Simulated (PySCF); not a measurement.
C2H10OSi3, SMILES O[C@@H]1C[Si@H]([SiH3])[SiH2]1. Geometry: PBE0-D3(BJ)/def2-SVP. The structure was generated by enumeration; whether it is a known compound was not checked. One conformer was computed; it need not be the lowest.

Computed equilibrium geometry at PBE0-D3(BJ)/def2-SVP (PySCF confirms it by a frequency run) as Cartesian coordinates in Å (one conformer of several):
```xyz
16

O     -0.4923    -0.9434     1.5192
C     -1.3828    -0.8678     0.4167
C     -0.6600    -1.2601    -0.8895
Si     0.4055     0.3375    -1.0696
Si     2.2438     0.2465     0.3834
Si    -1.5291     1.0249     0.0479
H     -0.1518    -1.8453     1.5714
H     -2.3040    -1.4510     0.6041
H     -1.3792    -1.3141    -1.7251
H     -0.1443    -2.2358    -0.8329
H      0.7618     0.7551    -2.4610
H      3.4775     0.8143    -0.2506
H      2.5335    -1.1817     0.7290
H      1.9780     1.0068     1.6397
H     -2.6760     1.2961    -0.8753
H     -1.5837     1.9454     1.2210
```
